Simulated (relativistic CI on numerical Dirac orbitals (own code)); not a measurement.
**Tc3+: 4p photoemission**

Computed with this model: Dirac-Coulomb-Breit CI, separate exchange-only KLI orbitals for each configuration, model QED, valence Slater integrals scaled by 0.8, multiplet model of photoemission in the sudden approximation; configurations [Kr] 4d4 → [Ar] 3d10 4s2 4p5 4d4; 300 K; Lorentzian 0.84 eV and Gaussian 0.6 eV FWHM. Energies are those of the free ion, without screening or charge transfer. The energies are binding energies and can lie tens of eV above those of solids. S is read from ⟨S²⟩ = S(S + 1).

Field parameters in Wybourne normalisation: Oh B⁴₀ = 21Dq, B⁴₄ = √(5/14) B⁴₀. The field is a parameter set, without covalency.

Peaks in eV (height, largest 100): 79.1 (100), 81.2 (86), 91.8 (24), 96.3 (39).

Question: Which surroundings give this spectrum?
A. Oh, 10Dq = 6000 cm⁻¹
B. Oh, 10Dq = 27050 cm⁻¹
C. free ion
D. Oh, 10Dq = 16500 cm⁻¹

Answer: A. Oh, 10Dq = 6000 cm⁻¹, where the ground state has S = 1.99.
